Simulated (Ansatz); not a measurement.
Computed with Ansatz on PBE0-D4/def2-TZVP structures; ΔE is electronic, products minus reactants. CCSD(T)/CBS adds triple-zeta CCSD(T) − MP2 to the extrapolated MP2 energy (def2 sets, frozen cores). This one scheme is used for every species. Functionals use def2-TZVPP. One conformer a species, not always the lowest.

Reaction (formal exchange of groups at a C–C bond): `CCC#CCCC` + `CCC` → `CCC#CCCCCC` + CH₄

Is it downhill or uphill in electronic energy at CCSD(T)/CBS, and by how much? (Estimate.)

Ansatz gave: Downhill: ΔE = -10.1 kJ/mol.

What do these levels give: LDA (SPW92), ωB97M-V, revPBE, r2SCAN, RPA@PBE/def2-TZVPP, MP2/def2-TZVPP? (Estimate.)

The calculation gave: LDA (SPW92) -9.4, ωB97M-V -9.2, revPBE -2.9, r2SCAN -7.6, RPA@PBE/def2-TZVPP -9.1, MP2/def2-TZVPP -11.0 kJ/mol.

Largest T1 diagnostic among the species: 0.010.

In def2-TZVPP, CCSD(T) changes the Hartree–Fock value by −7.4 kJ/mol (the triples alone add −1.4 kJ/mol) and MP2 by −8.6 kJ/mol. The D4 term adds −4.5 kJ/mol with B3LYP and −3.0 kJ/mol with PBE0; it sums over pairs of atoms, weighted by their polarisabilities, and B3LYP, whose exchange is more repulsive, gets the larger term.

B3LYP here is the variant with VWN-RPA as its local correlation; programs differ in this.
